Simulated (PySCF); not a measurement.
How methods differ on the ionisation energy of P⁺

P⁺ [Ne] 3s2 3p2 (3P) → P²⁺ [Ne] 3s2 3p1 (2P), as a difference of total energies. Computed with PySCF 2.14 in dyall-acv3z (19s12p6d4f, 113 functions), with no relativity, point nucleus. Correlated levels: valence: [Ne] frozen; virtual orbitals above 40 to 60 times the deepest correlated orbital energy dropped. The calculations carry no spin-orbit coupling.

```csv
method,ionisation energy (eV),plus first-order spin-orbit estimate,difference from reference of that sum (eV)
UHF,19.169,19.163,-0.606
MP2 (valence),19.626,19.620,-0.149
SCS-MP2 (valence),19.535,19.528,-0.241
CCSD (valence),19.662,19.655,-0.114
CCSD(T) (valence),19.699,19.693,-0.076
```

Reference: 19.769 eV (semi-empirical (NIST evaluation); NIST Atomic Spectra Database, ionization energies).

A first-order spin-orbit estimate (lowest level to lowest level, LS coupling) adds -0.007 eV.

Errors of the correlated levels include the incompleteness of this basis and the frozen core.
